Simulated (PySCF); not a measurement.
GeH6N2.
Bonds: N1–N2, N2–Ge3. Hydrogens: H4, H5 on N1; H6 on N2; H7, H8, H9 on Ge3.

Computed with EOM-IP-CCSD/aug-cc-pVDZ in PySCF, restricted Hartree–Fock reference, frozen core, non-relativistic, gas phase, PBE0-D3(BJ)/def2-SVP geometry.

Hartree–Fock orbital energies give these Koopmans values (eV): HOMO 10.26, HOMO-1 10.73, HOMO-2 12.92, HOMO-3 13.09, HOMO-4 15.68, HOMO-5 17.30, HOMO-6 18.32, HOMO-7 20.17.

Q: What vertical ionisation energies does EOM-IP-CCSD give?

A: 
| leading hole (HF orbital) | Koopmans (eV) | EOM-IP-CCSD (eV) | change (eV) | one-hole share |
| --- | --- | --- | --- | --- |
| HOMO | 10.26 | 8.98 | -1.28 | 0.95 |
| HOMO-1 | 10.73 | 9.48 | -1.25 | 0.95 |
| HOMO-2 | 12.92 | 12.34 | -0.58 | 0.95 |
| HOMO-3 | 13.09 | 12.39 | -0.70 | 0.94 |
| HOMO-4 | 15.68 | 14.34 | -1.34 | 0.94 |
| HOMO-5 | 17.30 | 16.09 | -1.21 | 0.95 |
| HOMO-6 | 18.32 | 16.96 | -1.36 | 0.95 |
| HOMO-7 | 20.17 | 18.44 | -1.73 | 0.86 |

Q: Does the order of the lines follow the orbital energies?

A: Yes, no two lines change places. The corrections run from -1.73 to -0.58 eV, with a mean of -1.18 eV over the 8 lines; no line lies above its Koopmans value.

Q: At what kinetic energies would He I light (21.22 eV) eject these electrons?

A: 12.24 eV (HOMO), 11.74 eV (HOMO-1), 8.88 eV (HOMO-2), 8.83 eV (HOMO-3), 6.88 eV (HOMO-4), 5.13 eV (HOMO-5), 4.26 eV (HOMO-6), 2.78 eV (HOMO-7).

Lines less than 0.15 eV apart could change places at a higher level. One root was sought for each valence orbital with −ε under 21 eV, eight at most, so deeper holes and satellites are missing; no vibrational structure.

Shape of the structure used: `[NH2:1][NH:2][GeH3:3]`: H–N1–N2–Ge3 -78°, H–N1–N2–Ge3 42°.

One conformer stands for the species.
